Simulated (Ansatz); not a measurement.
Basis-set extrapolation for `[OH2+][Al-]([F])([F])[F]` (PBE0-D4/def2-TZVP geometry, frozen core, the Gaussian-basis code of Ansatz). Multiplicity 1, RHF reference.

```json
{"": "HF", "def2-TZVPP": "-616.729689", "def2-QZVPP": "-616.756641"}
{"": "MP2 correlation", "def2-TZVPP": "-1.085610", "def2-QZVPP": "-1.187602"}
{"": "CCSD(T) correlation", "def2-TZVPP": "-1.120319", "def2-QZVPP": "not run"}
```

Energies in hartree. Use E(X) = E(∞) + A·exp(−7.88·√X) for Hartree–Fock and E(X) = E(∞) + B·X^(−2.97) for correlation, with X = 3 and 4, and add CCSD(T) minus MP2 of the smaller set to the MP2 limit.

Question: What is the CCSD(T) energy at the basis-set limit?

Answer: HF limit: -616.756641 + (-0.026952) × 0.13774 = -616.76035. MP2 limit: -1.187602 + (-0.101992) × 0.74074 = -1.26315. Higher-order term: -1.120319 − (-1.085610) = -0.03471. Total: -618.05821 hartree, 546.6 kJ/mol below CCSD(T)/def2-TZVPP.
